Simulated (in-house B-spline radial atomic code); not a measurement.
**Binding energies in Tm VIII (Tm7+)**

NIST's tabulated ground configuration is [Kr] 4d10 4f11 5s2 5p3; each binding energy is the energy of the ion with one electron taken from that subshell, relaxed, less that of the parent. All numbers are computed (Dirac-Hartree-Fock, average of configuration; Fermi nucleus of rms radius 5.2256 fm) with a radial B-spline atomic code at the basis-set limit, not measured. Energies include first-order Breit, QED and recoil terms.

| subshell | X-ray name | binding energy (eV) | -ε (eV) | relaxation (eV) |
| --- | --- | --- | --- | --- |
| 1s | K | 59507.3 | 59863.4 | 79.5 |
| 2s | L1 | 10242.6 | 10321.1 | 45.4 |
| 3s | M1 | 2433.4 | 2463.6 | 23.7 |
| 3d3/2 | M4 | 1634.2 | 1662.1 | 25.7 |
| 3d5/2 | M5 | 1589.9 | 1616.5 | 25.2 |
| 4s | N1 | 593.8 | 603.3 | 8.0 |
| 4d3/2 | N4 | 309 | 315.8 | 6.5 |
| 4d5/2 | N5 | 300.4 | 306.8 | 6.3 |
| 5s | O1 | 159.7 | 160.7 | 0.8 |
| 5p | O2,3 | 128.1 | 128.8 | 0.6 |
| 4f | N6,7 | 120.5 | 125.3 | 4.9 |

Relaxation = -ε minus the binding energy without Breit, QED and recoil terms.

Q: What does it cost to remove both a 4d5/2 and a 5p electron?

A: 448.89 eV, which is 20.36 eV more than the two single binding energies together.

Q: What does it cost to remove both a 1s and a 4f electron?

A: 59657 eV, which is 29.34 eV more than the two single binding energies together.

Q: What does it cost to remove both a 3s and a 4f electron?

A: 2585.3 eV, which is 31.36 eV more than the two single binding energies together.
